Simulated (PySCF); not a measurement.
An unknown gives this computed stick spectrum. Method: TDDFT wB97X-D/def2-SVPD, vertical, gas phase, core orbitals frozen in the response (PySCF 2.14.0, density-fitted response routines). Geometries: GFN2-xTB, one conformer each.

```csv
state,E (eV),f
S1,4.98,0.811
S2,5.69,0.0007
S3,5.83,0.0041
S4,6.62,0.0031
S5,6.74,0.030
S6,6.80,0.012
S7,7.13,0.027
S8,7.23,0.021
```

Triplets computed (Tamm–Dancoff): 2.85, 4.87, 4.90 eV.

Question: Which candidate is it?
A. `N[SiH2]NC1CCC1`
B. `CC/N=C\C#CCN`
C. `C=C/C=N/NC1CC1`

Answer: C. Its S1 lies at 4.98 eV; the nearest of the others has S1 at 4.55 eV. S1 is HOMO→LUMO (96%). Löwdin shares by element: HOMO nitrogen 42%, carbon 31% or more (atoms not listed hold the other 26%); LUMO carbon 52% or more, nitrogen 25% or more (atoms not listed hold the other 23%). At the same level the other candidates give, for their lowest levels:
- `CC/N=C\C#CCN`: 4.55 eV (f 0.003); 5.27 eV (f 0.000); 5.72 eV (f 0.259); 6.40 eV (f 0.002); 6.71 eV (f 0.104); T1 3.83 eV; HOMO -9.21, LUMO 0.62 eV
- `N[SiH2]NC1CCC1`: 6.31 eV (f 0.010); 6.52 eV (f 0.014); 6.84 eV (f 0.047); 7.17 eV (f 0.008); 7.51 eV (f 0.004); T1 6.22 eV; HOMO -8.37, LUMO 2.15 eV

Conformer computed: `[CH2:1]=[CH:2]/[CH:3]=[N:4]/[NH:5][CH:6]1[CH2:7][CH2:8]1`: C1–C2–C3–N4 180°, C3–N4–N5–C6 177°, N4–N5–C6–C7 81°.
